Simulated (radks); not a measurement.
W+, 73 electrons, occupied as [Kr] 4d10 4f14 5s2 5p5 5d4 6s1 5f1 (not the ground configuration).

Calculated with a radial shooting solver on a logarithmic mesh with Libxc functionals: non-relativistic Kohn-Sham, exchange-only PBE, spin-unpolarised, spherical densities, point nucleus; relativity is left out, which matters for an element this heavy.

Energy parts (hartree):
| part | energy |
|---|---|
| total | -15284.6642 |
| kinetic | 15284.6642 |
| electron-nucleus | -36359.9595 |
| Hartree | 6092.1940 |
| exchange | -301.5630 |

Orbitals (lengths in bohr, moments of r in powers of bohr; r(90%) holds 90 % of the orbital's charge):
[
 {"orbital": "1s", "occ.": "2", "eigenvalue (hartree)": "-2343.501", "r(90%)": "0.0364", "<1/r>": "73.45", "<r^4>": "7.905e-07"},
 {"orbital": "2s", "occ.": "2", "eigenvalue (hartree)": "-385.7190", "r(90%)": "0.133", "<1/r>": "17.23", "<r^4>": "0.0001290"},
 {"orbital": "2p", "occ.": "6", "eigenvalue (hartree)": "-369.7552", "r(90%)": "0.118", "<1/r>": "17.26", "<r^4>": "0.00008117"},
 {"orbital": "3s", "occ.": "2", "eigenvalue (hartree)": "-88.53664", "r(90%)": "0.320", "<1/r>": "6.623", "<r^4>": "0.004502"},
 {"orbital": "3p", "occ.": "6", "eigenvalue (hartree)": "-81.13701", "r(90%)": "0.312", "<1/r>": "6.574", "<r^4>": "0.004019"},
 {"orbital": "3d", "occ.": "10", "eigenvalue (hartree)": "-67.34191", "r(90%)": "0.285", "<1/r>": "6.497", "<r^4>": "0.002734"},
 {"orbital": "4s", "occ.": "2", "eigenvalue (hartree)": "-18.21882", "r(90%)": "0.702", "<1/r>": "2.856", "<r^4>": "0.1060"},
 {"orbital": "4p", "occ.": "6", "eigenvalue (hartree)": "-15.12746", "r(90%)": "0.721", "<1/r>": "2.764", "<r^4>": "0.1171"},
 {"orbital": "4d", "occ.": "10", "eigenvalue (hartree)": "-9.49494", "r(90%)": "0.769", "<1/r>": "2.566", "<r^4>": "0.1499"},
 {"orbital": "5s", "occ.": "2", "eigenvalue (hartree)": "-2.96549", "r(90%)": "1.66", "<1/r>": "1.135", "<r^4>": "3.330"},
 {"orbital": "4f", "occ.": "14", "eigenvalue (hartree)": "-2.14856", "r(90%)": "0.965", "<1/r>": "2.137", "<r^4>": "0.4127"},
 {"orbital": "5p", "occ.": "5", "eigenvalue (hartree)": "-2.05988", "r(90%)": "1.86", "<1/r>": "1.023", "<r^4>": "5.143"},
 {"orbital": "5d", "occ.": "4", "eigenvalue (hartree)": "-0.71236", "r(90%)": "2.69", "<1/r>": "0.7353", "<r^4>": "22.86"},
 {"orbital": "6s", "occ.": "1", "eigenvalue (hartree)": "-0.53580", "r(90%)": "4.32", "<1/r>": "0.4219", "<r^4>": "149.6"},
 {"orbital": "6p", "occ.": "0", "eigenvalue (hartree)": "-0.35808", "r(90%)": "5.26", "<1/r>": "0.3479", "<r^4>": "326.2"},
 {"orbital": "7s", "occ.": "0", "eigenvalue (hartree)": "-0.17174", "r(90%)": "9.64", "<1/r>": "0.1870", "<r^4>": "3768"},
 {"orbital": "6d", "occ.": "0", "eigenvalue (hartree)": "-0.15260", "r(90%)": "8.70", "<1/r>": "0.2139", "<r^4>": "2415"},
 {"orbital": "5f", "occ.": "1", "eigenvalue (hartree)": "-0.07908", "r(90%)": "12.6", "<1/r>": "0.1457", "<r^4>": "10140"}
]

The highest occupied level is 5f at -2.152 eV. The configuration is held as typed, so some empty levels lie below it. Virial ratio -V/T = 2.00000. The electron density at the nucleus is 2.901e+05 e/bohr^3. The density falls to 0.001 e/bohr^3 at r = 4.37 bohr. Summed over all electrons, <r^2> = 127.0 bohr^2, which gives a Langevin (diamagnetic) susceptibility term of -101 x 10^-6 cm^3/mol.
